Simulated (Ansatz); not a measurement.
`[SiH3][AsH][SiH3]` + `O[SiH](F)F` → `F[SiH](F)O[SiH3]` + `[SiH3][AsH2]`  (cleavage of the Si–As bond)

Isolated molecules relaxed with PBE0-D4/def2-TZVP in Ansatz; ΔE leaves out vibrations. CBS: MP2 limit from def2 TZ/QZ plus the TZ coupled-cluster correction, frozen cores. DFT in def2-TZVPP. B3LYP here is the variant with VWN-RPA as its local correlation; programs differ in this. HSE06 is defined as in plane-wave codes. For As outer-core shells are correlated without core-valence functions, which leaves a few kJ/mol of doubt a bond. Scalar relativity is left out up to krypton. One conformer a species, not always the lowest.

```csv
level,ΔE (kJ/mol),difference from CCSD(T)/CBS
LDA (SPW92),-48.3,16.9
PBE-D4,-45.9,19.3
revPBE-D4,-45.6,19.6
BLYP-D4,-65.1,0.1
r2SCAN-D4,-61.6,3.6
B97M-V,-70.0,-4.8
PBE0-D4,-51.9,13.3
B3LYP-D4,-69.1,-3.9
r2SCANh-D4,-62.1,3.1
r2SCAN0-D4,-62.9,2.3
HSE06-D4,-51.5,13.7
BHLYP-D4,-77.1,-11.9
CAM-B3LYP-D4,-76.7,-11.5
ωB97X-V,-67.0,-1.8
ωB97M-V,-65.9,-0.7
B2PLYP,-72.0,-6.8
PBE-QIDH,-60.3,4.9
PBE,-48.4,16.8
revPBE,-49.1,16.1
r2SCAN,-62.0,3.2
B3LYP,-73.4,-8.2
r2SCANh,-62.6,2.6
r2SCAN0,-63.6,1.6
HSE06,-53.7,11.5
BHLYP,-82.0,-16.8
CAM-B3LYP,-79.1,-13.9
LC-ωPBE,-62.3,2.9
RPA@PBE/def2-TZVPP,-70.9,-5.7
HF/def2-SVP,-87.7,-22.5
CCSD/def2-SVP,-69.5,-4.3
CCSD(T)/def2-SVP,-66.3,-1.1
HF/def2-TZVPP,-95.6,-30.4
MP2/def2-TZVPP,-64.2,1.0
SCS-MP2/def2-TZVPP,-72.9,-7.7
CCSD/def2-TZVPP,-71.7,-6.5
CCSD(T)/def2-TZVPP,-66.9,-1.7
HF/def2-QZVPP,-98.9,-33.7
SCS-MP2/def2-QZVPP,-73.3,-8.1
MP2/CBS(def2),-62.5,2.7
CCSD/CBS(def2),-70.0,-4.8
CCSD(T)/CBS,-65.2,0
```

Largest T1 diagnostic among the species: 0.012.

From BLYP to BHLYP (50 % exact exchange), in def2-TZVPP and without D4, ΔE moves by −11.8 kJ/mol. Leaving LDA and LC-ωPBE aside and taking each functional with its dispersion term where it has one, the values spread over 31.5 kJ/mol, from BHLYP-D4 to revPBE-D4.

CCSD(T)/CBS has its own doubt, a few kJ/mol and more with outer-core shells, so smaller differences from it don't rank the levels.
